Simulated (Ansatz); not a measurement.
C₂H₆O₄W (`C[O][W](=[O])(=[O])[O]C`). Charge 0, multiplicity 1. W: def2 effective core potential. The structure was optimised at the PBE0-D4/def2-TZVP level. It is one conformer, not always the lowest.

```xyz
13

C     1.432   -2.176    1.371
O     0.770   -1.293    0.499
W    -0.083    0.361    0.490
O    -1.415    0.347    1.561
O     0.980    1.579    1.044
O    -0.652    0.740   -1.241
C    -1.330    1.729   -1.976
H     0.756   -2.504    2.165
H     2.304   -1.689    1.816
H     1.760   -3.045    0.798
H    -2.341    1.868   -1.585
H    -1.390    1.405   -3.016
H    -0.789    2.678   -1.927
```

(1) What is the dipole moment at ωB97M-V/def2-TZVPP? (An estimate is asked.)

(2) And with PBE, r2SCAN, B3LYP? (Best estimate.)

(3) Give the Mulliken charges with ωB97M-V, B3LYP, PBE in def2-TZVPP. (Estimate.)

Answers

(1) Computed: 3.10 D, with components (0.42, -1.82, -2.47) D in this frame, pointing from negative to positive charge.

(2) The calculation gave: PBE 3.00 D, r2SCAN 3.09 D, B3LYP 3.11 D.

(3) Computed: 
```tsv
atom	ωB97M-V	B3LYP	PBE
C1	-0.16	-0.11	-0.13
O2	-0.40	-0.41	-0.33
W3	1.20	1.21	0.98
O4	-0.42	-0.43	-0.37
O5	-0.42	-0.43	-0.37
O6	-0.40	-0.41	-0.33
C7	-0.16	-0.11	-0.13
H8	0.13	0.12	0.11
H9	0.13	0.12	0.11
H10	0.13	0.11	0.11
H11	0.13	0.12	0.11
H12	0.13	0.11	0.11
H13	0.13	0.12	0.11
```

B3LYP here is the variant with VWN-RPA as its local correlation; programs differ in this.
